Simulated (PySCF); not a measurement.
**From computed data to an observable: oscillator strength and radiative lifetime**

CHI2, SMILES I[CH]I (connectivity only; charge and spin as stated), charge +1, multiplicity 1.

Coordinates come from a PBE-D3(BJ)/def2-SVP optimisation. The multiplicity is an assumed one; other spin states were not compared. The isomer is the one that the SMILES or the coordinates give; other isomers of the formula were not compared. The def2 effective core potentials stand for the cores of I; spin–orbit coupling is left out.

TDA-PBE0/def2-SVPD in PySCF puts the first singlet state with f over 0.02 at 3.88 eV (vertical), with the transition dipole (0.000, 1.622, 0.000) in atomic units.

Problem. Find the oscillator strength, the wavelength and the radiative lifetime that this transition would have in vacuum if emission retraced absorption.

Solution. 
|μ|² = 2.6309 au, so |μ| = 4.12 D. ΔE = 3.88/27.211 = 0.1426 hartree. f = (2/3) ΔE |μ|² = 0.250 (the program prints 0.250).
λ = 1239.84/3.88 = 320 nm; ν = 31294 cm⁻¹.
Einstein's coefficient A = 0.6670 ν² f s⁻¹ (ν in cm⁻¹) = 1.6e8 s⁻¹, so τ = 1/A = 6.1 ns. This state is S3; the lower singlets have f = 0.000, 0.000. The figure is the radiative limit of this one transition; relaxation, internal conversion, crossing to triplets and a medium change what is measured.
